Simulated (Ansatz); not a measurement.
cyclo-(F2GeSe)2 (Ge2Se2F4). The state is a singlet with charge 0. Geometry relaxed at r2SCAN-D4/def2-SVP.

Cartesian coordinates in Å:
```
Ge -0.8640 0.4028 -1.1218
F -0.4265 0.8006 -2.7421
F -2.5775 0.5982 -1.1516
Se -0.1894 -1.7528 -0.4836
Ge 0.8645 -0.4028 1.1214
F 0.4215 -0.7996 2.7405
F 2.5777 -0.5997 1.1566
Se 0.1936 1.7532 0.4804
```

(1) Estimate the harmonic wavenumbers at RKS r2SCAN-D4/def2-SVP (Ansatz, unscaled). Is this a minimum?

## Answers

(1) 37, 118, 123, 142, 146, 160, 172, 179, 219, 244, 254, 279, 302, 376, 721, 731, 739, 742 cm⁻¹. Yes, no mode is imaginary beyond noise. Zero-point energy 34.0 kJ/mol. Hardware: 4 threads of Arm Neoverse V2 on a shared host. Wall time 2.9 min.
